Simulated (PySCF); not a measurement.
## C₆ coefficients of unlike pairs at MN15

Calculated with PySCF 2.14 from the dipole response of each species, C₆(A,B) = (3/π) ∫ α_A(iu) α_B(iu) du, in atomic units, from isotropic polarisabilities. For ions this is the dispersion term alone; charge-induced terms of lower order in 1/R come first.

```csv
species,configuration,basis,relativity,α (bohr³),C₆ (like pair)
Zn,[Ar] 3d10 4s2 (1S),aug-cc-pVQZ-DK (9s8p6d4f3g2h),spin-free X2C,40.11,296.8
Sc³⁺,[Ar] (1S),aug-cc-pwCVTZ-DK (10s9p7d4f3g),spin-free X2C,2.098,5.360
Nb⁺,[Kr] 4d4 (5D),aug-cc-pVTZ-DK (9s8p6d3f2g),spin-free X2C,27.35,176.5
```

(1) Estimate C₆ for Nb⁺ with Sc³⁺.

No spin-orbit coupling is included.

The other pairs:

```json
{"pair": "Sc³⁺, Zn", "C₆": "29.52"}
{"pair": "Nb⁺, Zn", "C₆": "224.8"}
```

Answers

(1) The integral gives 26.02. The combination rule 2 C_A C_B / (C_A α_B/α_A + C_B α_A/α_B) gives 22.69 and the geometric mean 30.76.
